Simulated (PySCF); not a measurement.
C6H5AlOS

Geometry:
```csv
atom,x (Å),y (Å),z (Å)
C1,-1.846,2.115,0.182
C2,-0.568,1.732,0.188
C3,-0.152,0.444,-0.267
C4,1.084,-0.206,-0.331
Al5,2.386,-1.593,0.439
C6,0.304,-1.456,-0.380
O7,0.680,-2.530,0.114
C8,-0.916,-0.728,-0.739
S9,-2.276,-1.002,-1.566
H10,-2.141,3.097,0.509
H11,-2.628,1.456,-0.159
H12,0.222,2.386,0.534
H13,2.446,-1.492,1.976
H14,3.404,-2.226,-0.522
```

Computed with PySCF 2.14.0, quadratic response B3LYP/def2-SVPD first hyperpolarisability, Taylor convention, gas phase. Geometry: GFN2-xTB.

The bonding changed while the geometry was optimised; results refer to the coordinates, not to the name.

Problem. Give the tensor of the static β(0;0,0) in the axes of these coordinates.

Solution. In au, Taylor convention; rows are the first index (the induced dipole):
```tsv
	xx	yy	zz	xy	xz	yz
x	+74.4	+63.6	+160.6	+32.5	+189.5	-25.0
y	+32.5	+122.4	-15.9	+63.6	-25.0	+79.3
z	+189.5	+79.3	+147.5	-25.0	+160.6	-15.9
```
Norm of βᵢ = ⅓ Σⱼ (βᵢⱼⱼ + βⱼᵢⱼ + βⱼⱼᵢ): 530.8 au, hyper-Rayleigh value 216.3 au.
